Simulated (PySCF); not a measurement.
B3LYP has the VWN-RPA correlation part, as in Gaussian. 

Z-matrix (Å, degrees):
```
C
C 1 1.3394
H 2 1.0813 1 144.06
H 1 1.0813 2 144.06 3 0.00
C 1 1.4272 4 153.92 2 -180.00
O 5 1.2000 1 152.01 4 0.00
```
Charge 0, spin multiplicity 1.

**Question.** What is the computed total energy, dipole moment and HOMO (B3LYP-D3(BJ)/def2-TZVP in PySCF)?

**Answer.** 
* **total energy**: -190.7282 Ha
* **dipole moment**: 4.23 D
* **HOMO**: -6.79 eV
